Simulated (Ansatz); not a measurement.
AsH2(SMe) (CH5AsS), 8 atoms. Hardware: 4 threads of Intel Xeon 6975P-C on a shared host.

The 6-31G sets use Cartesian d functions.

(1) How many basis functions does each of these Ansatz runs have, and roughly what does it cost? B3LYP-D4/6-31G, charge 0 singlet, energy; PBE with 5 % exact exchange/def2-TZVP, charge 0 singlet, energy, from earlier orbitals; r2SCAN-D4/def2-TZVP, charge 1 doublet at the geometry of the charge 0 singlet, energy, from earlier orbitals; PBE-D4/def2-TZVP, charge 0 triplet at the geometry of the charge 0 singlet, energy, from earlier orbitals; PBE0-D4/def2-TZVP, charge 1 doublet at the geometry of the charge 0 singlet, energy, from earlier orbitals; PBE0-D4/def2-SVP, charge 0 singlet, energy with a search over starts; HF/STO-3G, charge 0 singlet, energy; PBE-D4/def2-TZVP, charge 1 doublet at the geometry of the charge 0 singlet, energy, from earlier orbitals; PBE-D4/def2-TZVPD, charge 0 singlet, energy, from earlier orbitals; PBE-D4/def2-TZVPD, charge -1 doublet at the geometry of the charge 0 singlet, energy, from earlier orbitals; LDA (SPW92)/def2-TZVP, charge 0 singlet, energy, from earlier orbitals; PBE-D4/def2-SVP, charge 0 singlet, energy, from earlier orbitals.

Results:

(1) Other jobs shared the machine, so times can vary by a factor of up to 3. A dash marks memory too small to be measured apart from the calling script's.

```tsv
run	functions	fitting or Cholesky vectors	wall time	peak host memory (GiB)
HF/STO-3G, charge 0 singlet, energy	37	416	0.1 s	–
PBE-D4/def2-SVP, charge 0 singlet, energy, from earlier orbitals	89	1016	0.3 s	–
LDA (SPW92)/def2-TZVP, charge 0 singlet, energy, from earlier orbitals	146	1034	0.35 s	–
B3LYP-D4/6-31G, charge 0 singlet, energy	61	680	0.4 s	–
PBE0-D4/def2-SVP, charge 0 singlet, energy with a search over starts	89	879	0.6 s	–
PBE with 5 % exact exchange/def2-TZVP, charge 0 singlet, energy, from earlier orbitals	146	1034	0.7 s	–
PBE-D4/def2-TZVPD, charge 0 singlet, energy, from earlier orbitals	182	1129	1 s	–
PBE-D4/def2-TZVP, charge 1 doublet at the geometry of the charge 0 singlet, energy, from earlier orbitals	146	1034	1.1 s	–
PBE-D4/def2-TZVP, charge 0 triplet at the geometry of the charge 0 singlet, energy, from earlier orbitals	146	1034	1.3 s	–
PBE0-D4/def2-TZVP, charge 1 doublet at the geometry of the charge 0 singlet, energy, from earlier orbitals	146	1094	1.5 s	–
PBE-D4/def2-TZVPD, charge -1 doublet at the geometry of the charge 0 singlet, energy, from earlier orbitals	182	1129	1.6 s	–
r2SCAN-D4/def2-TZVP, charge 1 doublet at the geometry of the charge 0 singlet, energy, from earlier orbitals	146	1034	2 s	–
```
